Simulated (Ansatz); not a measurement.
Species: C10H10Si, SMILES `[SiH3]c1ccc2cccc-2cc1` (charge 0, multiplicity 1), formula C₁₀H₁₀Si.

Task: How many basis functions does frozen-core CCSD(T)/cc-pVDZ // PBE0-D3(BJ)/def2-SVP in Ansatz (a program for electronic structure) use, how many core orbitals are frozen, and how many electrons are correlated?

Result: 208 basis functions and 15 frozen orbitals, which leaves 54 correlated electrons. Core time is of the order of minutes.
